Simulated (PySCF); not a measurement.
Computed IR spectrum (relative IR intensity) of a molecule C3H2F3, multiplicity 2. Coordinates come from a PBE-D3(BJ)/def2-SVP optimisation. Other conformers were not sampled. All values below come from PBE-D3(BJ)/def2-SVP in PySCF. Frequencies are harmonic and unscaled.

Lines under 2 % of the strongest are left out, and lines within 2 cm⁻¹ are merged.

```tsv
ν (cm⁻¹)	relative intensity
660	26
769	9.2
905	7.6
1164	65
1313	17
1344	100
1475	13
1553	74
```

Q: Pick the molecule that these values belong to.
A) C=C(F)[C](F)F
B) [CH]=CC(F)(F)F
C) C=[C]C(F)(F)F
D) F/C=C/[C](F)F

A: A, C=C(F)[C](F)F
